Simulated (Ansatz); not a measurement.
Reaction (hydrogenolysis of the Si–N bond): `N[SiH2]N[SiH](N)O` + H₂ → `N[SiH3]` + `N[SiH](N)O`

Program: Ansatz. Geometries: PBE0-D4/def2-TZVP. ΔE: electronic, gas phase. CCSD(T)/CBS is the MP2 limit (def2-TZVPP, def2-QZVPP) plus CCSD(T) − MP2 in def2-TZVPP, frozen cores. This one scheme is used for every species. Functionals use def2-TZVPP. One conformer a species, not always the lowest.

```csv
level,ΔE (kJ/mol),difference from CCSD(T)/CBS
PBE-D4,65.4,0.2
r2SCAN-D4,68.1,2.9
PBE0-D4,63.1,-2.1
ωB97X-V,60.9,-4.3
B2PLYP,56.9,-8.3
r2SCAN,64.6,-0.6
HF/def2-TZVPP,34.7,-30.5
MP2/def2-TZVPP,70.9,5.7
SCS-MP2/def2-TZVPP,62.5,-2.7
CCSD/def2-TZVPP,57.8,-7.4
CCSD(T)/def2-TZVPP,64.2,-1.0
HF/def2-QZVPP,34.7,-30.5
MP2/def2-QZVPP,71.5,6.3
SCS-MP2/def2-QZVPP,63.1,-2.1
HF/CBS(def2),34.7,-30.5
MP2/CBS(def2),72.0,6.8
CCSD(T)/CBS,65.2,0
```

Largest T1 diagnostic among the species: 0.011.

The D4 term adds +18.5 kJ/mol with B3LYP and +10.4 kJ/mol with PBE0; it sums over pairs of atoms, weighted by their polarisabilities, and B3LYP, whose exchange is more repulsive, gets the larger term. In def2-TZVPP, CCSD(T) changes the Hartree–Fock value by +29.5 kJ/mol (the triples alone add +6.4 kJ/mol) and MP2 by +36.3 kJ/mol.

B3LYP here is the variant with VWN-RPA as its local correlation; programs differ in this.
